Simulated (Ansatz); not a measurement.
```yaml
crystal:
  periodic: [false, false, false]
  atoms:
    - {symbol: Ge, position_ang: [0.901071, -0.128949, 0.573266]}
    - {symbol: Sn, position_ang: [-0.240509, 1.785217, -0.229459]}
    - {symbol: Sn, position_ang: [-0.660563, -1.656268, -0.343807]}
basis:
  gaussian: {orbitals: x2c-TZVPPall}
total_charge: 1
magnetization: {spin_polarized: true, initial_magnetization: 3}
hamiltonian: {xc: {name: r2SCAN50}, dispersion: d4}
output: {forces: true}
```

```sh
$ ansatz run in.yaml --threads 4 --pin off --events-out ev --progress --plain --max-ram 3916MiB
```

Output, abridged:

```
Functional definition: r2SCAN50
1493 factors; integrals over basis functions are off by at most 6.9e-4 eV
mean field evaluation 1: about -393246.9429 eV, gradient 2.3e1 eV
mean field evaluation 2: about -393245.7391 eV, gradient 3.1e1 eV
mean field evaluation 4: about -393249.7889 eV, gradient 1.1e0 eV
mean field evaluation 8: about -393249.8213 eV, gradient 6.8e-2 eV
mean field evaluation 16: about -393249.8214 eV, gradient 1.9e-3 eV
mean field evaluation 32: about -393249.8214 eV, gradient 1.4e-5 eV
mean field -393249.82144108 eV, -14451.6643836571 hartree, gradient 9.8e-6 eV, S^2 3.772980; 4 other end points of the search recorded, 0 dependent functions left out
reference -393249.82144817 eV, -14451.6643839176 hartree; 67, 64 occupied and 101, 104 virtual orbitals, 1493 factors
Total energy: -393249.86438726 eV, -14451.6659619000 hartree
Relativity: scalar
Atom 0 at     0.901071    -0.128949     0.573266 Å, force     3.871705    -0.555953     2.463280 eV/Å
Atom 1 at    -0.240509     1.785217    -0.229459 Å, force    -1.833765     1.120454    -1.204115 eV/Å
Atom 2 at    -0.660563    -1.656268    -0.343807 Å, force    -2.037940    -0.564501    -1.259165 eV/Å
Dipole moment:    -0.126621     0.018100    -0.080556 e Å
```

It took 38 s on 4 threads of Arm Neoverse V2 on a shared host, peak host memory 1.2 GiB.

DK, ANO-RCC and x2c sets are all-electron and run with scalar relativity unless a key says otherwise.

The dipole of an ion depends on the origin.
